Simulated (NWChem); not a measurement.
# Si₂H₃, doublet; SMILES [SiH2][SiH]

All runs: NWChem. Spin-unrestricted. The geometry was optimised at PBE-D3(BJ)/def2-SVP, spin-unrestricted. No stability test was run on the SCF state. Level: PBE/def2-SVP with SMD (1 M gas to 1 M solution), gas-phase geometry. Reactions with the solvent are ignored.

Q: Estimate the computed values for solvent methanol. Quantities: solvation free energy (kcal/mol); cavity-dispersion-structure term (kcal/mol); dipole in solution (D).

A: The solvation free energy (kcal/mol) is -1.5 and the cavity-dispersion-structure term (kcal/mol) is -0.8. The dipole in solution (D) comes out as 1.64.
